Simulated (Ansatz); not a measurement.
Two members of one family (Series GaX3), computed with Ansatz in the gas phase; def2 core potentials for I, no spin–orbit coupling. The two geometries come from different levels. Binding counts from free atoms in the multiplicity of their measured ground term, without zero-point energy. A dash marks a value that wasn't run or was left out as unsound. The structures are stationary points that may keep the symmetry of their start.

First: GaI3 (singlet, charge 0, r2SCAN-D4/def2-SVP geometry).

```xyz
4

Ga    0.0001    0.0000    0.0002
I    -1.0140    2.1768    0.5998
I    -0.6925   -1.1583   -2.0747
I     1.7064   -1.0185    1.4747
```

```tsv
level	HOMO (eV)	LUMO (eV)	gap (eV)	vertical IE (eV)	vertical triplet (eV)	binding per atom (eV)
LDA (SPW92)/def2-TZVP	-6.81	-3.62	3.19	9.17	–	2.49
PBE-D4/def2-SVP	-6.55	-3.28	3.27	–	–	2.16
r2SCAN-D4/def2-TZVP	-6.95	-3.16	3.79	9.22	3.57	2.15
r2SCANh-D4/def2-TZVP	-7.36	-2.89	4.47	–	–	2.14
PBE0-D4/def2-TZVP	-7.78	-2.57	5.21	9.44	3.82	2.14
```

Second: GaCl3 (singlet, charge 0, PBE0-D4/def2-SVP geometry).

```xyz
4

Ga    0.000    0.000    0.000
Cl    0.552   -1.364    1.528
Cl    0.452    2.062    0.204
Cl   -1.005   -0.698   -1.732
```

**Question.** What does the change do? Estimate second minus first.

**Answer.** 
| level | Δ HOMO (eV) | Δ LUMO (eV) | Δ gap (eV) | Δ vertical IE (eV) | Δ vertical triplet (eV) | Δ binding per atom (eV) |
| --- | --- | --- | --- | --- | --- | --- |
| LDA (SPW92)/def2-TZVP | -1.36 | 0.32 | 1.67 | – | – | 0.79 |
| PBE-D4/def2-SVP | -1.27 | 0.48 | 1.74 | – | – | 0.75 |
| r2SCAN-D4/def2-TZVP | -1.45 | 0.44 | 1.89 | 1.97 | 1.81 | 0.76 |
| r2SCANh-D4/def2-TZVP | -1.56 | 0.50 | 2.07 | – | – | 0.75 |
| PBE0-D4/def2-TZVP | -1.69 | 0.52 | 2.21 | 2.06 | 1.89 | 0.72 |
